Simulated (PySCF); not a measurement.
Computed shifts of a molecule C₄H₄ClF, PBE/pcSseg-1 (PySCF), GIAO, gas phase, atoms alike by connectivity averaged where their shifts nearly agree, in ppm (number of nuclei): ¹³C: 200.2 (1), 139.0 (1), 129.8 (1), 32.1 (1). ¹⁹F: -151.0 (1). ¹H: 7.61 (1), 2.52 (3). References: ¹³C against TMS (σ = 182.0 ppm); ³⁵Cl against HCl (σ = 936.5 ppm); ¹⁹F against CFCl3 (σ = 133.6 ppm); ¹H against TMS (σ = 31.49 ppm), references at their B3LYP-D3(BJ)/def2-TZVP geometries, non-relativistic (without spin–orbit terms, shifts of atoms bonded to Cl or Br come out too high). Coordinates come from a B3LYP-D3(BJ)/def2-SVP optimisation. One conformer was computed; it need not be the lowest.

### Question
Pick the molecule that these values belong to.
A) CC=C=C(F)Cl
B) CC(Cl)=C=CF
C) F/C=C\C=C/Cl
D) C#CC[C@H](F)Cl

### Answer
B, CC(Cl)=C=CF
